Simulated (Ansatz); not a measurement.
The cluster Li5Br4. The state is a doublet with charge 0. Geometry PBE-D4/def2-SVP.

```xyz
9

Li    1.558   -1.378   -0.100
Li    2.033    1.740   -0.718
Li   -1.258    0.289   -1.605
Li   -1.118    0.696    1.266
Li   -1.486   -2.060    0.221
Br   -3.081   -0.222    0.009
Br    0.130   -1.342    1.956
Br    3.491   -0.051   -0.557
Br   -0.270    2.328   -0.472
```

LC-ωPBE has ω = 0.4 bohr⁻¹. At B97M-V/def2-TZVP an occupied level lies above an empty one. Another isomer (doublet) lies 0.07 eV lower at PBE0-D4/def2-TZVP; other spin states weren't run for this one.

Task: Estimate the α-spin orbital energies around the gap (eV) in Ansatz with PBE-D4/def2-TZVP, revPBE-D4/def2-TZVP, B97M-V/def2-TZVP, PBE0-D4/def2-SVP, LC-ωPBE/def2-TZVP.

Result: 
```json
{"orbital": "HOMO−5", "PBE-D4/def2-TZVP": "-7.20", "revPBE-D4/def2-TZVP": "-7.13", "B97M-V/def2-TZVP": "-7.59", "PBE0-D4/def2-SVP": "-8.35", "LC-ωPBE/def2-TZVP": "-11.11"}
{"orbital": "HOMO−4", "PBE-D4/def2-TZVP": "-7.14", "revPBE-D4/def2-TZVP": "-7.07", "B97M-V/def2-TZVP": "-7.54", "PBE0-D4/def2-SVP": "-8.29", "LC-ωPBE/def2-TZVP": "-11.09"}
{"orbital": "HOMO−3", "PBE-D4/def2-TZVP": "-7.08", "revPBE-D4/def2-TZVP": "-7.01", "B97M-V/def2-TZVP": "-7.47", "PBE0-D4/def2-SVP": "-8.23", "LC-ωPBE/def2-TZVP": "-10.99"}
{"orbital": "HOMO−2", "PBE-D4/def2-TZVP": "-6.96", "revPBE-D4/def2-TZVP": "-6.89", "B97M-V/def2-TZVP": "-7.35", "PBE0-D4/def2-SVP": "-8.11", "LC-ωPBE/def2-TZVP": "-10.91"}
{"orbital": "HOMO−1", "PBE-D4/def2-TZVP": "-6.47", "revPBE-D4/def2-TZVP": "-6.40", "B97M-V/def2-TZVP": "-6.82", "PBE0-D4/def2-SVP": "-7.58", "LC-ωPBE/def2-TZVP": "-10.43"}
{"orbital": "HOMO", "PBE-D4/def2-TZVP": "-3.21", "revPBE-D4/def2-TZVP": "-3.18", "B97M-V/def2-TZVP": "-2.72", "PBE0-D4/def2-SVP": "-3.79", "LC-ωPBE/def2-TZVP": "-5.77"}
{"orbital": "LUMO", "PBE-D4/def2-TZVP": "-1.49", "revPBE-D4/def2-TZVP": "-1.43", "B97M-V/def2-TZVP": "-1.81", "PBE0-D4/def2-SVP": "-0.89", "LC-ωPBE/def2-TZVP": "0.49"}
{"orbital": "LUMO+1", "PBE-D4/def2-TZVP": "-1.37", "revPBE-D4/def2-TZVP": "-1.27", "B97M-V/def2-TZVP": "-1.51", "PBE0-D4/def2-SVP": "-0.77", "LC-ωPBE/def2-TZVP": "0.72"}
{"orbital": "LUMO+2", "PBE-D4/def2-TZVP": "-1.04", "revPBE-D4/def2-TZVP": "-0.96", "B97M-V/def2-TZVP": "-1.22", "PBE0-D4/def2-SVP": "-0.46", "LC-ωPBE/def2-TZVP": "0.97"}
{"orbital": "LUMO+3", "PBE-D4/def2-TZVP": "-0.62", "revPBE-D4/def2-TZVP": "-0.56", "B97M-V/def2-TZVP": "-0.73", "PBE0-D4/def2-SVP": "-0.12", "LC-ωPBE/def2-TZVP": "1.28"}
{"orbital": "LUMO+4", "PBE-D4/def2-TZVP": "-0.47", "revPBE-D4/def2-TZVP": "-0.38", "B97M-V/def2-TZVP": "-0.56", "PBE0-D4/def2-SVP": "0.10", "LC-ωPBE/def2-TZVP": "1.58"}
{"orbital": "LUMO+5", "PBE-D4/def2-TZVP": "-0.17", "revPBE-D4/def2-TZVP": "-0.07", "B97M-V/def2-TZVP": "-0.30", "PBE0-D4/def2-SVP": "0.61", "LC-ωPBE/def2-TZVP": "2.11"}
{"orbital": "β HOMO", "PBE-D4/def2-TZVP": "-6.46", "revPBE-D4/def2-TZVP": "-6.39", "B97M-V/def2-TZVP": "-6.81", "PBE0-D4/def2-SVP": "-7.56", "LC-ωPBE/def2-TZVP": "-10.41"}
{"orbital": "β LUMO", "PBE-D4/def2-TZVP": "-2.13", "revPBE-D4/def2-TZVP": "-2.05", "B97M-V/def2-TZVP": "-3.52", "PBE0-D4/def2-SVP": "-1.46", "LC-ωPBE/def2-TZVP": "-0.01"}
```
